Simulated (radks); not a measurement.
The numbers below are computed, except where a source is named.
Neutral ruthenium inside a hard spherical wall (all orbitals vanish at R), configuration held at [Kr] 4d7 5s1 and not refilled when levels cross. Level of theory: scalar-relativistic Kohn-Sham, r2SCAN, spin-polarised, spherical densities, finite nucleus; open shells are filled with parallel spins first (spin-orbit coupling, left out, can overturn this in heavy ions); meta-GGA in the generalised Kohn-Sham scheme; Fermi nuclear charge, rms radius 4.4809 fm (a radial shooting solver on a logarithmic mesh with Libxc functionals). Eigenvalues in eV for spin up, with the zero of energy where the potential of the charges vanishes at infinity; a dash marks a level that is unbound or too diffuse for the functional's potential to be trusted. A positive occupied level is held by the wall or, in an anion where self-interaction has pushed it up, behind a barrier. The pressure on the wall is -dE/dV.

R (bohr)	E (hartree)	kinetic (hartree)	e(4s)	e(4p)	e(4d)	e(5s)	e(5p, empty)	e(6s, empty)	pressure (GPa)
free	-4531.39370	4685.947	-79.366	-48.739	-6.282	-5.029	-0.925	-	0
20	-4531.39370	4685.947	-79.366	-48.739	-6.282	-5.029	-0.925	-	< 0.0001
12	-4531.39368	4685.947	-79.363	-48.736	-6.279	-5.027	-0.893	1.858	0.000448
8	-4531.39102	4685.970	-79.209	-48.583	-6.140	-4.895	-0.438	5.842	0.117
5	-4531.29439	4686.477	-77.024	-46.447	-4.230	-2.268	4.154	25.361	11.9
3	-4529.67587	4692.888	-64.181	-34.183	8.602	23.533	37.642	119.63	750
2.5	-4527.15288	4702.381	-53.422	-23.455	21.457	54.222	73.517	203.62	3090
1.5	-4487.25206	4829.061	39.398	78.036	141.59	361.10	396.70	851.21	129000
